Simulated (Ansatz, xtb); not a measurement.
**Relative energy of two isomers of C4H6O2Si**

Structure I: `O[Si@@H]1C=CC=CO1`, a singlet. Structure II: `C=C[SiH]1OC=CO1`, a singlet. Both are isolated molecules in the gas phase, relaxed with B3LYP-D3(BJ)/def2-SVP; the shapes shown needn't be the lowest conformers.

I (Å):

```xyz
13

C    -0.4004    0.7363    2.1978
C    -1.3159    1.2846    1.3495
C    -1.3631    1.0627   -0.0819
C    -0.4524    0.3004   -0.7371
O     0.6736   -2.0130    2.0440
O     0.5685   -0.3341   -0.1502
Si    0.8476   -0.4422    1.5329
H    -0.2267   -2.3595    2.0751
H     2.2806   -0.1672    1.7589
H    -0.4624    0.9922    3.2608
H    -2.0823    1.9572    1.7542
H    -2.1482    1.5409   -0.6696
H    -0.4841    0.1576   -1.8226
```

II (Å):

```json
{"atom": "C", "x (Å)": "1.4676", "y (Å)": "0.5484", "z (Å)": "2.9614"}
{"atom": "C", "x (Å)": "1.8430", "y (Å)": "1.3649", "z (Å)": "1.9658"}
{"atom": "C", "x (Å)": "1.5354", "y (Å)": "-0.7915", "z (Å)": "-1.1928"}
{"atom": "C", "x (Å)": "2.2334", "y (Å)": "-1.6064", "z (Å)": "-0.3869"}
{"atom": "O", "x (Å)": "1.6590", "y (Å)": "0.5557", "z (Å)": "-0.9112"}
{"atom": "O", "x (Å)": "2.9581", "y (Å)": "-0.9662", "z (Å)": "0.6047"}
{"atom": "Si", "x (Å)": "2.6759", "y (Å)": "0.7046", "z (Å)": "0.4481"}
{"atom": "H", "x (Å)": "0.9803", "y (Å)": "0.9205", "z (Å)": "3.8695"}
{"atom": "H", "x (Å)": "1.6408", "y (Å)": "-0.5318", "z (Å)": "2.9056"}
{"atom": "H", "x (Å)": "1.6629", "y (Å)": "2.4434", "z (Å)": "2.0649"}
{"atom": "H", "x (Å)": "3.8945", "y (Å)": "1.4749", "z (Å)": "0.0964"}
{"atom": "H", "x (Å)": "0.8948", "y (Å)": "-1.0634", "z (Å)": "-2.0305"}
{"atom": "H", "x (Å)": "2.2961", "y (Å)": "-2.6930", "z (Å)": "-0.4179"}
```

Quicker runs give these differences E(II) − E(I): GFN2-xTB +77.9 kJ/mol; HF/STO-3G +21.3 kJ/mol (at GFN2-xTB geometries); r2SCAN-D4/def2-SVP +118.5 kJ/mol (at GFN2-xTB geometries).

Estimate E(II) − E(I) at the level CCSD(T)/def2-SVP + ΔMP2/def2-TZVPP.

Calculated at CCSD(T)/def2-SVP + ΔMP2/def2-TZVPP: E(II) − E(I) = +114.5 kJ/mol, so structure I lies lower.

The same difference at several levels:

```csv
level,geometry,E(II) − E(I) (kJ/mol),departure from the last row (kJ/mol),"job, with rough time for the two"
GFN2-xTB,GFN2-xTB,+77.9,−36.6,"optimisation, 0.22 s"
HF/STO-3G,GFN2-xTB,+21.3,−93.2,"single point, 0.32 s"
r2SCAN-D4/def2-SVP,GFN2-xTB,+118.5,+4.0,"single point, 3.2 s"
B3LYP-D3(BJ)/def2-SVP,B3LYP-D3(BJ)/def2-SVP,+115.5,+1.0,"optimisation, 36 s"
HF/def2-SVP,B3LYP-D3(BJ)/def2-SVP,+110.7,−3.8,part of the CCSD(T) run
MP2/def2-SVP,B3LYP-D3(BJ)/def2-SVP,+120.1,+5.6,part of the CCSD(T) run
CCSD(T)/def2-SVP,B3LYP-D3(BJ)/def2-SVP,+107.9,−6.6,single point
CCSD(T)/def2-SVP + ΔMP2/def2-TZVPP,B3LYP-D3(BJ)/def2-SVP,+114.5,,"single point, 50 s"
```

As drawn, II has 1 C–O, 1 C–H in place of 1 C–C, 1 O–H. Structure I has a 6-membered ring, II a 5-membered ring.

None of the levels shown reverses the order. The largest departure from CCSD(T)/def2-SVP + ΔMP2/def2-TZVPP is that of HF/STO-3G, 93.2 kJ/mol. The last row adds to CCSD(T) the change of the MP2 difference between the two basis sets, here +6.6 kJ/mol.

With thermal terms from frequencies at re-optimised GFN2-xTB minima (ideal gas, soft modes damped towards free rotors, one conformer each, 298.15 K, 1 atm): the zero-point term adds −1.0 kJ/mol; ΔH is +114.0 and ΔG +111.8 kJ/mol.

The correlated steps freeze 11 core orbitals. Mirror images aren't counted in ΔG. Run with Ansatz 0.2.0, xtb 6.7.1; the last row on 4 threads of Arm Neoverse V2 on a shared host.
